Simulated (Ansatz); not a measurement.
Molecule: sum formula GaBr2F, charge 0, multiplicity 1. 
Structure (B3LYP-D3(BJ)/def2-TZVP (Ansatz, a program for electronic structure) minimum search):
```
Ga
F 1 1.7476
Br 1 2.2667 2 117.80
Br 1 2.2667 2 117.80 3 -180.00
```

Total electronic energies in hartree. Cores are frozen in the correlated levels unless marked. Spin-orbit coupling is left out. The frozen core is the preceding noble-gas configuration, with the filled d and f shells of earlier blocks. Non-relativistic. Basis-set limits of correlation are two-point, X^-3; Hartree-Fock from the larger set (for Q and 5 zeta extrapolated as (X+1)exp(-9√X)). The bracket is a focal-point correction in the basis named.

| level | program | energy (Eh) |
|---|---|---|
| HF/cc-pVQZ | Ansatz | -7167.88086 |
| RI-HF/aug-cc-pVTZ | Ansatz | -7167.86462 |
| RI-HF/cc-pVTZ | Ansatz | -7167.86139 |
| PBE0/def2-TZVP | Ansatz | -7172.27131 |
| BHLYP-D4/def2-TZVPD | Ansatz + dftd4 | [?] |
| r2SCAN0-D4/def2-TZVPD | Ansatz + dftd4 | -7173.09688 |
| LC-wPBE-D3(BJ)/def2-TZVPD | Ansatz + dftd3 | -7172.20163 |
| wB97M-V/def2-TZVPD | Ansatz | -7172.80561 |
| wB97X-V/def2-TZVPD | Ansatz | [?] |
| B2GP-PLYP/def2-TZVPD | Ansatz | [?] |
| B2PLYP/def2-TZVPD | Ansatz | -7171.92114 |
| RPA@PBE/cc-pVTZ | Ansatz | -7168.80316 |
| RPA@PBE/cc-pVQZ | Ansatz | -7168.94282 |
| MP2/6-31G | Ansatz | -7166.83593 |
| MP2/cc-pVTZ | Ansatz | -7168.49852 |
| MP2/cc-pV5Z | Ansatz | -7168.61512 |
| MP2/CBS(aug-cc-pVTZ,aug-cc-pVQZ) | Ansatz | -7168.6332 |
| RI-MP2/aug-cc-pVQZ | Ansatz | -7168.59119 |
| RI-MP2/cc-pVTZ | Ansatz | -7168.49830 |
| CCSD/aug-cc-pVDZ | Ansatz | -7168.14519 |
| RI-MP2/CBS(cc-pVTZ,cc-pVQZ)+[CCSD(T)-MP2]/cc-pVTZ | Ansatz | -7168.6816 |
| CCSD(T)/CBS(cc-pVTZ,cc-pVQZ) | Ansatz | -7168.6841 |
| CCSD(T)/CBS(cc-pVQZ,cc-pV5Z) | Ansatz | -7168.6876 |

Some entries are withheld; supply them.


- BHLYP-D4/def2-TZVPD, energy (Eh): -7173.14716
- wB97X-V/def2-TZVPD, energy (Eh): -7172.53257
- B2GP-PLYP/def2-TZVPD, energy (Eh): -7171.46521
